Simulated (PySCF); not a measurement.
Al(Me)(Cl) (CH3AlCl), SMILES [CH3][Al+][Cl], charge +1. Geometry: B3LYP-D3(BJ)/def2-TZVP. The spin state was assumed, not searched. The isomer is the one that the SMILES or the coordinates give; other isomers of the formula were not compared.

Q: Give the equilibrium geometry at B3LYP-D3(BJ)/def2-TZVP (PySCF confirms it by a frequency run) as Cartesian coordinates in Å, and its point group. (The exact figures need the calculation; the answer reports its results.)

A: point group C3v.
```xyz
6

Al     0.0000     0.0000    -0.4109
C      0.0000     0.0000    -2.3218
H     -0.8933    -0.5158    -2.6800
H      0.8933    -0.5158    -2.6800
H      0.0000     1.0315    -2.6800
Cl     0.0000     0.0000     1.6066
```
Charge +1, spin multiplicity 1.
